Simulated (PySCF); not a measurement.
Atoms are numbered as in `[CH:1]#[C:2][CH:3]1[CH2:4][CH2:5][CH2:6][CH2:7][CH2:8]1`; H(Xn) means a hydrogen on atom n. Ha(C4), Ha(C5), Ha(C6), Ha(C7), Ha(C8) are cis to C2 on the ring; Hb(C4), Hb(C5), Hb(C6), Hb(C7), Hb(C8) are trans to C2 on the ring.

GIAO PBE0/pcSseg-1 shifts (PySCF, gas phase, non-relativistic, equivalent atoms averaged), each against references optimised in the same way as the molecule (TMS).

On the GFN2-xTB geometry: C2 94.0, C1 74.4, C4/C8 37.7, C3 31.4, C5/C7 30.1, C6 29.9, Hb(C4)/Hb(C8) 2.07, H(C3) 2.05, Ha(C5)/Ha(C7) 1.79, Hb(C6) 1.71, H(C1) 1.45, Ha(C4)/Ha(C8) 1.30, Hb(C5)/Hb(C7) 1.18, Ha(C6) 1.14 ppm.

**Question.** What changes on the PBE0-D3(BJ)/def2-SVP geometry?

**Answer.** 
```json
{"atoms": "C2", "δ (ppm)": "92.0", "change": "-2.0"}
{"atoms": "C1", "δ (ppm)": "74.0", "change": "-0.4"}
{"atoms": "C4/C8", "δ (ppm)": "35.3", "change": "-2.4"}
{"atoms": "C3", "δ (ppm)": "30.5", "change": "-0.9"}
{"atoms": "C5/C7", "δ (ppm)": "28.1", "change": "-2.0"}
{"atoms": "C6", "δ (ppm)": "27.7", "change": "-2.2"}
{"atoms": "Hb(C4)/Hb(C8)", "δ (ppm)": "1.81", "change": "-0.26"}
{"atoms": "H(C3)", "δ (ppm)": "1.93", "change": "-0.12"}
{"atoms": "Ha(C5)/Ha(C7)", "δ (ppm)": "1.60", "change": "-0.19"}
{"atoms": "Hb(C6)", "δ (ppm)": "1.49", "change": "-0.22"}
{"atoms": "H(C1)", "δ (ppm)": "1.87", "change": "+0.42"}
{"atoms": "Ha(C4)/Ha(C8)", "δ (ppm)": "1.16", "change": "-0.14"}
{"atoms": "Hb(C5)/Hb(C7)", "δ (ppm)": "1.10", "change": "-0.08"}
{"atoms": "Ha(C6)", "δ (ppm)": "1.06", "change": "-0.08"}
```

Bonds between heavy atoms that differ most (equivalent bonds averaged): C1–C2 1.197 → 1.212 Å, C2–C3 1.451 → 1.460 Å, C3–C4 1.534 → 1.537 Å. Mean change of bonds to hydrogen: C–H +0.012 Å.
